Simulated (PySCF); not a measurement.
# Radial density of Sc⁺ (scandium, charge +1)

M06-2X, [Ar] 3d1 4s1, high-spin 3D determinant. All numbers are calculated (PySCF 2.14, the non-relativistic Hamiltonian (point nucleus), in cc-pVDZ (6s5p3d1f, 43 functions)).

```tsv
r (bohr)	4πr²ρ (e/bohr)	4πr²(ρα − ρβ)
0.00131	0.1258	0.0001
0.00220	0.3428	0.0002
0.00370	0.9108	0.0005
0.00622	2.318	0.0012
0.0105	5.489	0.0028
0.0176	11.52	0.0057
0.0296	19.81	0.0090
0.0498	24.75	0.0082
0.0838	20.66	0.0011
0.141	19.30	0.0114
0.237	26.32	0.0532
0.399	14.95	0.1249
0.671	7.079	0.4545
1.13	8.072	0.5879
1.90	2.040	0.5064
3.19	0.4933	0.4541
5.37	0.07562	0.0756
9.03	0.0003822	0.0003
```
